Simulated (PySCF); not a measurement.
Dipole response of Kr (krypton, neutral)

[Kr], closed-shell 1S. Calculation: PySCF 2.14, in aug-cc-pVQZ-PP with ECP10MDF (7s6p5d3f2g, 89 functions); scalar relativity through the core potential. Coupled (time-dependent) response in atomic units; α is the mean over directions.

```tsv
method	mean α (bohr³)	C₆ (like pair)	S(−4)
UHF	16.42	125.6	51.85
PBE	18.19	142.1	71.07
PBE0	17.41	134.8	62.05
TPSSh	17.51	136.6	62.70
CAM-B3LYP	17.53	135.6	63.70
```

S(−4) is the Cauchy moment in α(ω) = α(0) + S(−4) ω² + …

Reference α: 16.78 ± 0.02 bohr³ (recommended; Schwerdtfeger and Nagle, table of static dipole polarizabilities (2023 update)). Published C₆: 130.0 (Chu and Dalgarno (2004); Tang, Norbeck and Certain (1976)).

α(iu) at PBE0:

```tsv
u (hartree)	α(iu) (bohr³)
0	17.41
0.0500	17.26
0.100	16.82
0.200	15.32
0.300	13.46
0.500	9.943
0.750	6.817
1.00	4.841
1.50	2.737
2.00	1.746
3.00	0.8966
5.00	0.3805
```

A single London oscillator, α(iu) = α/(1 + u²/ω²), gives C₆ = (3/4) ω α². Matching the computed C₆ needs ω = 4 × 134.8 / (3 × 17.41²) = 0.593 hartree.

Energies and moments cover only the electrons outside the core potential.
